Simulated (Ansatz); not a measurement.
C2H10OSi2 can be A, `CO[SiH2]C[SiH3]`, or B, `O[SiH2]CC[SiH3]`.

Program: Ansatz. Geometries: PBE0-D4/def2-TZVP. ΔE: electronic, gas phase. CCSD(T)/CBS adds triple-zeta CCSD(T) − MP2 to the extrapolated MP2 energy (def2 sets, frozen cores). Functionals use def2-TZVPP. B3LYP here is the variant with VWN-RPA as its local correlation; programs differ in this. Each species was taken in one conformer, which may not be the lowest.

Which is lower in electronic energy at CCSD(T)/CBS, and by how much? (An estimate is asked.)

Ansatz gave: B, by 7.1 kcal/mol.

Give E(B) − E(A) in kcal/mol with ωB97M-V, HF/def2-TZVPP, PBE0-D4, B3LYP, MP2/def2-TZVPP, B3LYP-D4, PBE-D4. (Estimate.)

Computed: ωB97M-V -6.6, HF/def2-TZVPP -2.4, PBE0-D4 -7.0, B3LYP -4.6, MP2/def2-TZVPP -7.5, B3LYP-D4 -6.0, PBE-D4 -7.2. None reverses the order clearly.

Largest T1 diagnostic: 0.011.

In def2-TZVPP, CCSD(T) changes the Hartree–Fock value by −4.2 kcal/mol (the triples alone add −0.4 kcal/mol) and MP2 by −5.2 kcal/mol. The D4 term adds −1.3 kcal/mol with B3LYP and −0.8 kcal/mol with PBE0; it sums over pairs of atoms, weighted by their polarisabilities, and B3LYP, whose exchange is more repulsive, gets the larger term.
